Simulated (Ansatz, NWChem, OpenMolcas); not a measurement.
## How basis sets differ on BCl3 (boron trichloride)

The species is BCl3 (4 atoms), meant as a singlet with charge 0. SMILES: `ClB(Cl)Cl`. The coordinates come from a PBE0-D4/def2-TZVP relaxation.

Each level gives the HOMO–LUMO gap (eV). The values are calculated.

```csv
level,kind,program,value (eV),CPU time
HF/ANO-R0 (sfX2C),Hartree–Fock,OpenMolcas,14.29,4.6 s
HF/ANO-RCC-MB (DKH2),Hartree–Fock,OpenMolcas,14.32,1.9 s
HF/ANO-S-MB,Hartree–Fock,OpenMolcas,13.82,3.6 s
HF/STO-3G,Hartree–Fock,NWChem,15.99,1.7 s
HF/3-21G,Hartree–Fock,NWChem,14.47,1.6 s
HF/aug-cc-pVDZ (RICD fitting),Hartree–Fock,OpenMolcas,13.74,5.7 s
HF/6-311+G**,Hartree–Fock,Ansatz,13.79,3.3 s
```

The values span 13.74 to 15.99 eV. A Hartree–Fock LUMO above zero doesn't converge with the basis: it sinks as sets grow more diffuse. Orbital gaps aren't excitation energies. Times are those of the runs behind each value, whatever else they computed, on shared processors of several kinds: orders of magnitude only.
